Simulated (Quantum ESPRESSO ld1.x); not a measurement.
The mean radii <r> (bohr) of the occupied orbitals of an atom or ion are listed with their occupations. All-electron calculation, Dirac Kohn-Sham, PBE, spin-unpolarised, spherical densities, point nucleus. Program: ld1.x of Quantum ESPRESSO 7.5.

orbital      occ.      <r>
1s1/2           2  0.02318
2s1/2           2  0.09845
2p1/2           2  0.08245
2p3/2           4  0.08897
3s1/2           2   0.2601
3p1/2           2   0.2498
3p3/2           4   0.2623
3d3/2           4   0.2339
3d5/2           6   0.2378
4s1/2           2   0.5898
4p1/2           2   0.6039
4p3/2           4   0.6313
4d3/2           4   0.6699
4d5/2           6   0.6792
5s1/2           2    1.295
5p1/2    0.666667    1.386
5p3/2     1.33333    1.438
4f5/2     1.28571   0.8081
4f7/2     1.71429   0.8133

Name the element and its charge. Open shells, if any, are shared by 2j + 1.

Answer. Z = 61, promethium, charge +8: Pm8+ in [Kr] 4d10 4f3 5s2 5p2. The 1s radius gives Z: for a bare nucleus <r> = (2 gamma + 1)/(2Z) with gamma = sqrt(1 - (Z/c)^2), 0.02288 bohr for Z = 61, and screening makes it slightly larger (0.02318 here). The occupations add up to 53, and the charge is Z minus that.
